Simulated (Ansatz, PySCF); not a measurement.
Reaction (SMILES): OB(O)F [fluoroboronic acid] -> [O-]B(O)F + H+
Structures are relaxed separately at B3LYP-D3(BJ)/def2-TZVP in Ansatz (a quantum-chemistry and plane-wave program), one conformer each, not searched for the lowest.
Geometry of the first species:
SMILES: OB(O)F
```xyz
6

B     -0.0174     0.0136     0.0008
F      0.3228     1.3060     0.0664
O     -1.3369    -0.2935    -0.0072
O      0.9426    -0.9533    -0.0556
H     -1.5039    -1.2399    -0.0557
H      1.8407    -0.6079    -0.0430
```

Wanted: gas-phase deprotonation energy (electronic energy difference), in eV. Cores are frozen in the correlated levels unless marked. No spin-orbit coupling. No relativistic terms. Anions need diffuse functions: aug- sets have them; def2-D sets add few; the other sets have none. Basis-set limits of correlation are two-point, X^-3; Hartree-Fock from the larger set. [CCSD(T)-MP2]/basis is that difference in the basis named.

| level | program | gas-phase deprotonation energy (eV) |
|---|---|---|
| PBE-D4/def2-TZVPD | Ansatz + dftd4 | 15.47 |
| B97M-V/def2-TZVPD | Ansatz | 15.71 |
| BHLYP-D3(BJ)/def2-TZVPD | Ansatz + dftd3 | ___ |
| TPSSh-D4/def2-TZVPD | PySCF + dftd4 | 15.66 |
| LC-wPBE/def2-TZVPD | Ansatz | ___ |
| SCS-MP2/cc-pVDZ | Ansatz | 16.25 |
| RI-MP2/CBS(aug-cc-pVTZ,aug-cc-pVQZ)+[CCSD(T)-MP2]/aug-cc-pVTZ | Ansatz | 15.65 |

Question: What belongs in the gaps?

Answer: 
- BHLYP-D3(BJ)/def2-TZVPD, gas-phase deprotonation energy (eV): 15.78
- LC-wPBE/def2-TZVPD, gas-phase deprotonation energy (eV): 15.68
